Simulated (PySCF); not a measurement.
C3H7BO2, SMILES C[C@H]1OCB1O. Heavy atoms are numbered as in [CH3:1][C@H:2]1[O:3][CH2:4][B:5]1[OH:6]. Hydrogens are named by the atom that carries them.

The structure is a stationary point at B3LYP-D3(BJ)/def2-SVP. The structure was generated by enumeration; whether it is a known compound was not checked. Other conformers were not sampled.

Method: PBE0/pcSseg-1 in PySCF.

GIAO shieldings, no solvent; atoms alike by connectivity are averaged. δ = σ(ref) − σ: ¹³C against TMS (σ = 186.3 ppm); ¹⁷O against H2O (σ = 334.2 ppm); ¹¹B against BF3 (σ = 88.8 ppm); ¹H against TMS (σ = 31.56 ppm), references at their B3LYP-D3(BJ)/def2-TZVP geometries, non-relativistic.

Problem. Estimate the chemical shifts. (Estimate from the structure and the level; the computed values follow.)

Solution. 
```json
[
 {"nucleus": "¹³C", "atoms": "C2 (CH)", "count": "1", "δ (ppm)": "85.4"},
 {"nucleus": "¹³C", "atoms": "C4 (CH2)", "count": "1", "δ (ppm)": "72.7"},
 {"nucleus": "¹³C", "atoms": "C1 (CH3)", "count": "1", "δ (ppm)": "19.7"},
 {"nucleus": "¹⁷O", "atoms": "O6 (OH)", "count": "1", "δ (ppm)": "175.8"},
 {"nucleus": "¹⁷O", "atoms": "O3", "count": "1", "δ (ppm)": "26.0"},
 {"nucleus": "¹¹B", "atoms": "B5", "count": "1", "δ (ppm)": "44.3"},
 {"nucleus": "¹H", "atoms": "H on O6", "count": "1", "δ (ppm)": "5.90"},
 {"nucleus": "¹H", "atoms": "H on C2", "count": "1", "δ (ppm)": "4.66"},
 {"nucleus": "¹H", "atoms": "H on C4", "count": "2", "δ (ppm)": "4.45"},
 {"nucleus": "¹H", "atoms": "H on C1", "count": "3", "δ (ppm)": "1.51"}
]
```
